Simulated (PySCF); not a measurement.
**Scandium: a sound run and one with changed settings**

Sound run: Sc⁺ [Ar] 3d1 4s1, Sc²⁺ [Ar] 3d1. Computed with PySCF 2.14 in pcseg-2 (6s4p3d2f1g, 56 functions), with no relativity, point nucleus. The sound run starts from symmetry-adapted Hartree-Fock orbitals and uses a fine grid where one is needed.

Changed run: 14 angular points. This setting is unsound on purpose.

| species | method | sound run (hartree) | changed run (hartree) | converged |
| --- | --- | --- | --- | --- |
| Sc⁺ | UHF | -759.52787 | -759.52787 | yes |
| Sc⁺ | BP86 | -760.46766 | -760.56718 | yes |
| Sc⁺ | M06-L | -760.32932 | -760.47323 | yes |
| Sc²⁺ | UHF | -759.08086 | -759.08086 | yes |
| Sc²⁺ | BP86 | -759.98716 | -760.09023 | yes |
| Sc²⁺ | M06-L | -759.88652 | -760.03493 | yes |

Ionisation energy of Sc⁺:

```
method  sound run (eV)  changed run (eV)
   UHF          12.164            12.164
  BP86          13.075            12.979
 M06-L          12.049            11.927
```

A coarse angular grid integrates products of high-l functions wrongly, so density functionals can shift, and the SCF can exploit the error; Hartree-Fock and MP2 need no grid.

For comparison, NIST gives 12.800 eV between the lowest levels.
